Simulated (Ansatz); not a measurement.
CH₃AlOS₂, SMILES `[SH][Al]1[O]C[S]1` at its PBE0-D4/def2-TZVP geometry, where that method's forces vanish. Total charge 0; spin multiplicity 1.

```xyz
8

S    -0.4086   -2.4654    1.6156
Al   -0.0803   -0.6619    0.4687
O    -0.8585   -0.0790   -0.9490
C    -0.0957    1.1000   -1.0498
S     1.1237    1.1161    0.3803
H     0.5672   -2.1220    2.4774
H     0.4770    1.1238   -1.9791
H    -0.7247    1.9882   -0.9642
```

What forces (eV/Å) does r2SCAN-D4/def2-TZVPP give on these atoms in the Gaussian-basis code of Ansatz? (Estimate.)

Computed: 
```
S1  -0.021 -0.051  0.018
Al2  0.032 -0.001  0.039
O3  -0.226 -0.215 -0.085
C4  -0.004  0.193 -0.168
S5   0.218  0.079  0.191
H6   0.002  0.006 -0.003
H7   0.003 -0.008  0.001
H8  -0.004 -0.003  0.007
```
